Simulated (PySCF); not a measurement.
Delta-SCF ions had no search for a lower state. Excitations are Tamm–Dancoff values on a coarser integration grid. The basis has no diffuse functions, so Rydberg states are missing or too high.

## C$_{10}$H$_{9}$B, SMILES `c1ccc2cc(ccc2c1)B` (H–B–C–C torsion 0°) (charge 0, multiplicity 1)

Computed with PBE-D3(BJ)/def2-TZVP // PBE0-D3(BJ)/def2-SVP in PySCF 2.14.0.

```json
{
 "HOMO": "-5.78 eV",
 "dipole_moment": "2.43 D",
 "LUMO": "-3.01 eV",
 "HOMO–LUMO gap": "2.77 eV",
 "S1 excitation (TDA)": "3.27 eV",
 "S1 oscillator strength": "0.047",
 "brightest of the four lowest singlets (TDA)": "4.08 eV",
 "T1 excitation (TDA)": "2.50 eV",
 "S1–T1 gap (TDA)": "0.77 eV",
 "vertical ionisation energy (Delta-SCF)": "8.12 eV",
 "total_energy": "-410.9401 Ha",
 "cost": "about 15 core-minutes (a rough figure)"
}
```

```xyz
20

B      3.5501    -0.1973     0.5384
C      2.0346    -0.3556     0.3284
C      1.4447    -1.6171     0.0055
C      0.0927    -1.7504    -0.1804
C     -0.7711    -0.6285    -0.0572
C     -2.1727    -0.7272    -0.2424
C     -2.9785     0.3814    -0.1153
C     -2.4227     1.6425     0.2032
C     -1.0668     1.7704     0.3889
C     -0.2082     0.6465     0.2650
C      1.1906     0.7446     0.4497
H      4.2901    -1.1494     0.4331
H      4.0133     0.8869     0.8116
H      2.0965    -2.4890    -0.0929
H     -0.3432    -2.7223    -0.4268
H     -2.6050    -1.7004    -0.4885
H     -4.0575     0.2898    -0.2611
H     -3.0757     2.5127     0.3006
H     -0.6281     2.7409     0.6352
H      1.6171     1.7216     0.6961
```
Charge 0, spin multiplicity 1.
